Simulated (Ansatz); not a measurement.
Consider the substitution at a C–C bond: `C#CC1CC1` + `[NH2][SnH2][OH]` → `C#C[O][SnH2][NH2]` + `C1CC1`.

Computed with Ansatz on PBE0-D4/def2-TZVP structures; ΔE is electronic, products minus reactants. CCSD(T)/CBS adds triple-zeta CCSD(T) − MP2 to the extrapolated MP2 energy (def2 sets, frozen cores). Functionals use def2-TZVPP. B3LYP here is the variant with VWN-RPA as its local correlation; programs differ in this. Elements past krypton have def2 core potentials. For Sn outer-core shells are correlated without core-valence functions, which leaves a few kJ/mol of doubt a bond. One conformer a species, not always the lowest.

`C#CC1CC1`:

Cartesian coordinates in Å:
```
C -1.405 1.956 0.665
C -0.586 1.081 0.582
C 0.387 0.037 0.477
C -0.011 -1.301 -0.096
C 0.873 -0.398 -0.884
H -2.129 2.732 0.741
H 1.119 0.017 1.277
H 0.422 -2.181 0.362
H -1.041 -1.408 -0.412
H 1.922 -0.649 -0.974
H 0.448 0.113 -1.738
```

`[NH2][SnH2][OH]`:

```xyz
8

N    -1.361   -0.505    0.480
Sn    0.526    0.124    0.192
O     0.893   -0.294   -1.693
H    -1.538   -0.914    1.387
H    -2.088    0.166    0.277
H     1.536   -0.836    1.171
H     0.749    1.817    0.351
H     1.282    0.443   -2.167
```

`C#C[O][SnH2][NH2]`:

Cartesian coordinates in Å:
```
C -2.530 0.271 -0.175
C -1.645 -0.182 0.506
O -0.690 -0.658 1.213
Sn 1.103 -0.820 0.266
N 1.559 0.945 -0.552
H -3.346 0.656 -0.734
H 2.138 -1.191 1.553
H 0.830 -1.968 -0.950
H 1.693 1.693 0.116
H 0.888 1.254 -1.243
```

`C1CC1`:

Cartesian coordinates in Å:
```
C 0.678 0.139 0.518
C -0.724 -0.347 0.320
C 0.046 0.208 -0.838
H 0.823 1.066 1.059
H 1.454 -0.598 0.681
H -1.532 0.249 0.726
H -0.901 -1.415 0.348
H 0.393 -0.483 -1.596
H -0.237 1.181 -1.218
```

Question: Is it downhill or uphill in electronic energy at CCSD(T)/CBS, and by how much? (Best estimate.)

Answer: Computed: Uphill: ΔE = +48.7 kJ/mol.

Question: What do these levels give: PBE0-D4, B3LYP-D4, ωB97M-V, SCS-MP2/def2-TZVPP, MP2/CBS(def2), CCSD/CBS(def2)? (Estimate.)

Answer: Ansatz gave: PBE0-D4 34.3, B3LYP-D4 33.9, ωB97M-V 38.3, SCS-MP2/def2-TZVPP 47.0, MP2/CBS(def2) 53.9, CCSD/CBS(def2) 49.2 kJ/mol.

Largest T1 diagnostic among the species: 0.014.

In def2-TZVPP, CCSD(T) changes the Hartree–Fock value by +7.0 kJ/mol (the triples alone add −0.5 kJ/mol) and MP2 by +12.2 kJ/mol.
